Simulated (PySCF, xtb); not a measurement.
ReOCl₅, SMILES [Cl][Re](=[O])([Cl])([Cl])([Cl])[Cl], multiplicity 1.

Harmonic wavenumbers (cm⁻¹) from GFN2-xTB in xtb at its own minimum, in rising order: 93, 93, 109, 148, 148, 155, 164, 197, 197, 205, 231, 267, 267, 347, 839.

What does PBE-D3(BJ)/def2-SVP (PySCF 2.14.0) give at its own minimum? (An estimate is asked for; the answer gives what the named calculation found.)

78, 78, 114, 168, 168, 185, 198, 246, 246, 310, 315, 350, 350, 368, 945. Paired by order, the mean absolute difference is 48 cm⁻¹ and the zero-point energies are 4.9 and 5.9 kcal/mol.
